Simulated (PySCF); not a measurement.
## Converging AlBi in the basis (CCSD(T))

PySCF, UHF reference; triplet, unpaired electrons π ↑↑; De to Al + Bi without counterpoise correction. Frozen cores follow the default of each basis and core potential.

```tsv
basis	relativity	functions	Re (Å)	ωe (cm⁻¹)	De (eV)	frozen orbitals
def2-SVP	scalar-relativistic core potentials	44	2.848	231	1.34	9
cc-pV(D+d)Z/cc-pVDZ-PP	scalar-relativistic core potentials	46	2.865	227	1.28	9
def2-SVPD	scalar-relativistic core potentials	56	2.851	228	1.35	9
```

(1) How does each smaller set differ from the one with most functions, def2-SVPD?

Correlated steps freeze 9 core orbitals. Correlated levels converge slowly with the basis: in double zeta they bind strong bonds too weakly, by up to about 1 eV, and carry superposition errors of some tenths. These are scalar-relativistic numbers at best; spin–orbit coupling would shift them, the dissociation energy most. The state is the lowest determinant that a PBE0 search found; another state may lie lower at other levels.

## Answers

(1) def2-SVP: -0.3 pm, +1.3 % in ωe, -0.01 eV in De; cc-pV(D+d)Z/cc-pVDZ-PP: +1.4 pm, -0.4 % in ωe, -0.07 eV in De. All at CCSD(T); the set with most functions is neither the basis-set limit nor always the best.
